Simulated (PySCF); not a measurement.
In(Me)(OH)2(MeCN), C3H8InNO2, singlet at its GFN2-xTB optimised geometry (Å):

```
15

In    -1.1492    -1.1125     0.0000
C     -1.3426    -2.4322    -1.7492
H     -2.3480    -2.8357    -1.8119
H     -0.6169    -3.2312    -1.6464
H     -1.1226    -1.8344    -2.6240
O     -1.2705    -1.6142     1.9186
H     -1.4356    -2.5411     2.0722
O     -1.3326     0.8454     0.0000
H     -1.6944     1.1125     0.8447
C      2.0808     0.4615     1.9026
C      1.6944    -0.4086     0.8419
N      1.3616    -1.1125     0.0000
H      1.2816     0.4439     2.6465
H      2.1964     1.4743     1.5181
H      3.0133     0.1254     2.3543
```

Level of theory: PySCF with B3LYP/def2-TZVP, def2 effective core potentials past Kr. The core electrons that the potentials of In replace are not part of the density. Cells within 0.4 Å of a nucleus heavier than hydrogen are left out (blank, or x).

Map of the electron localisation function on the plane z = 0.0 Å:

```
|00000000000000000000000000000|
|00000000000000000000000000000|
|00000000000000000000000000000|
|00000000000000000000000000000|
|00000000000000000000000000000|
|00000000001110000000000000000|
|00000001122322000000000000000|
|00000012455554200000000000000|
|00000135678776410000000000000|
|00001357899987510000000000000|
|000024688xx998510000000000000|
|00012479xxx998400001000000000|
|000124789xx996200123321000000|
|00012368999874100356654210000|
|00001234543321002578876421000|
|00000111112211014788987531000|
|00000112478741026788987642000|
|000011237xxx730288xx687642000|
|000011248xxx731388xxx87532000|
|0000112368x8620299xx787531000|
|00001122467642028999986421000|
|00000122223321015999975310000|
|00000122222221002688764210000|
|00000012222221000256542100000|
|00000001111110000012211000000|
|00000000000000000000000000000|
|00000000000000000000000000000|
|00000000000000000000000000000|
|00000000000000000000000000000|
```
Scale: ten equal steps from 0.000 (start of '0') to 0.908 (end of '9'), in the order '0123456789'; x runs from -4.00 to 4.00, y from -4.00 (bottom) to 4.00 (top).
